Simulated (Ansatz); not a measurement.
System: Si2H4 (charge 0, triplet). This is an excited triplet: at this geometry the singlet lies 0.18 eV lower at RI-MP2/CBS(aug-cc-pV(T+d)Z,aug-cc-pV(Q+d)Z)+[CCSD(T)-MP2]/aug-cc-pV(T+d)Z. 
Geometry from a B3LYP-D3(BJ)/def2-TZVP (Ansatz, a quantum-chemistry and plane-wave program) optimisation:
```
Si
H 1 1.4804
H 1 1.4844 2 109.21
H 1 1.4844 2 109.21 3 118.63
Si 1 2.3277 2 107.05 3 -120.69
H 5 1.4907 1 121.55 2 180.00
```
Charge 0, spin multiplicity 3.

Basis-set convergence of Hartree-Fock and CCSD correlation energies (hartree) with Ansatz. Correlated levels leave the core frozen unless marked. UHF or UKS for open shells. Spin-orbit coupling is left out. No relativistic terms.

| basis | functions | E(HF) | E(corr, CCSD) |
|---|---|---|---|
| cc-pV(D+d)Z | 66 | -580.12749 | -0.21446 |
| cc-pV(T+d)Z | 134 | [?] | [?] |

Task: Some entries are withheld; supply them.

Result: 
- cc-pV(T+d)Z, E(HF): -580.14937
- cc-pV(T+d)Z, E(corr, CCSD): -0.25474
